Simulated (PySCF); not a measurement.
C6H14GaO2, charge +1, singlet, geometry from GFN2-xTB (such geometries of metal compounds can be far from the true shape). Base run: PBE0/STO-3G in PySCF.

The PySCF input:
```python
from pyscf import gto, scf, dft

mol = gto.M(
    atom='''
Ga   -0.004252    0.086567    0.015911
O    -0.125550   -0.546582    1.671531
C    -1.036728   -0.215361    2.691352
C    -0.897845   -1.401182    3.661087
C    -2.454006   -0.082555    2.162186
H    -0.720804    0.703698    3.201523
H    -1.213209   -2.320358    3.175036
H    -1.525781   -1.204200    4.527202
H     0.136140   -1.501644    3.978072
H    -2.472638    0.734690    1.424889
H    -2.763768   -1.006199    1.671552
H    -3.154007    0.156261    2.958928
O     0.147657    0.096517   -1.754256
C     1.005417    0.852787   -2.574190
C     0.962709    0.080678   -3.903803
C     2.412725    0.922954   -2.007716
H     0.594938    1.858675   -2.730545
H     1.372222   -0.916815   -3.770046
H     1.553951    0.630703   -4.632614
H    -0.062460    0.001659   -4.253777
H     2.366636    1.423298   -1.028240
H     2.817165   -0.080852   -1.871357
H     3.072939    1.494112   -2.655580
''',
    basis='sto-3g',
    charge=1,
    spin=0,
    verbose=3,
)

mf = dft.RKS(mol)
mf.xc = 'pbe0'
mf.kernel()
```

The base run was repeated with changes; each row names its change, and settings that it needs were set with it.

| change | basis functions | E (Eh) | HOMO (eV) | HOMO-LUMO gap (eV) | outcome |
|---|---|---|---|---|---|
| base | 72 | -2284.11557 | -10.89 | 5.55 | converged |
| basis = cc-pVDZ-DK; relativity = none | 209 | -2301.48883 | -12.66 | 4.75 | converged |
| basis = ANO-RCC-VDZP; relativity = none | - | - | - | - | cut at the time limit |
| basis = cc-pVDZ-DK; relativity = spin-free X2C | 209 | -2330.55936 | -12.67 | 4.66 | converged |
| basis = cc-pVDZ-DK; relativity = spin-free X2C; nucleus = Gaussian (with nucmod='G') | 209 | -2330.54967 | -12.67 | 4.66 | converged |
| basis = ANO-RCC-VDZP; relativity = spin-free X2C | - | - | - | - | cut at the time limit |
| basis = ANO-RCC-VDZP; relativity = spin-free X2C; nucleus = Gaussian (with nucmod='G') | - | - | - | - | cut at the time limit |

Absolute energies of different levels of theory aren't comparable as measures of quality.

Basis sets contracted for a relativistic Hamiltonian are a mismatch without it, so the rows without relativity aren't non-relativistic limits. No row has spin-orbit coupling; sets with core potentials leave out the core electrons.
